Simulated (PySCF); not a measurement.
**Cost of excited-state runs on `C[SiH2][C@H]([SiH3])[Si@H](N)F`, C$_{2}$H$_{12}$FNSi$_{3}$**

Geometry (Å), atoms numbered from 1 in this order:
```xyz
19

C    -1.7215   -1.4275   -0.3255
Si   -1.3555   -0.2310    1.0971
C     0.1413    0.8793    0.6722
Si   -0.1298    1.9564   -0.8674
Si    1.7720   -0.0721    0.5904
N     1.7522   -1.1314   -0.7601
F     1.9116   -1.0892    1.8395
H    -2.0157   -0.8947   -1.2252
H    -0.8448   -2.0219   -0.5623
H    -2.5274   -2.1076   -0.0677
H    -1.1009   -0.9764    2.3372
H    -2.5230    0.6421    1.3236
H     0.2400    1.5722    1.5124
H    -1.3369    2.7727   -0.7111
H    -0.2642    1.1362   -2.0778
H     1.0207    2.8484   -1.0652
H     2.9486    0.7819    0.7565
H     1.5930   -0.7535   -1.6775
H     2.4306   -1.8746   -0.7965
```

PySCF with density fitting, on 1 thread of an Arm Neoverse V2, shared host. Command: `OMP_NUM_THREADS=1 python excited_run.py task.json out`

**Question.** How long does this run take, and how much memory?
- circular dichroism and optical rotation, CAM-B3LYP/def2-SVPD; 8 states

**Answer.** 
```
                                    run                level  basis functions  wall time  peak memory (GiB)
circular dichroism and optical rotation  CAM-B3LYP/def2-SVPD              251      120 s                1.2
```
Times from a shared host are rough.
